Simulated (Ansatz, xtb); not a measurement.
Molecule: CHI2 (charge 0, doublet). It need not be the lowest isomer of its formula. 
Structure (B3LYP-D3(BJ)/def2-TZVP (Ansatz, a first-principles code) minimum search):
```xyz
4

I     -1.8101     0.0999     0.0202
C     -0.0162    -0.8857    -0.1989
I      1.8125     0.0341     0.0173
H     -0.0331    -1.7885    -0.7907
```
Charge 0, spin multiplicity 2.

Harmonic wavenumbers from GFN2-xTB (xtb, at its own minimum), cm⁻¹: 126, 458, 581, 726, 1137, 3072.

Task: Give the harmonic wavenumbers at B3LYP-D3(BJ)/def2-TZVP (Ansatz, finite differences of forces, unscaled).

Result: 128, 285, 511, 695, 1120, 3209 cm⁻¹. Zero-point energy 8.5 kcal/mol.

Task: From these and the geometry, give the ideal-gas thermochemistry at 298.15 K and 1 atm (rigid rotor, harmonic oscillator).

Result: Point group Cs, rotational symmetry number 1. Rotational constants 33.92, 0.6066, 0.5961 GHz. S(trans) 42.64, S(rot) 27.66, S(vib) 5.48, S(elec, spin only) 1.38, S 77.2 cal/(mol K). H(298) - H(0) 3.30 kcal/mol; G - E(el) -11.2 kcal/mol.
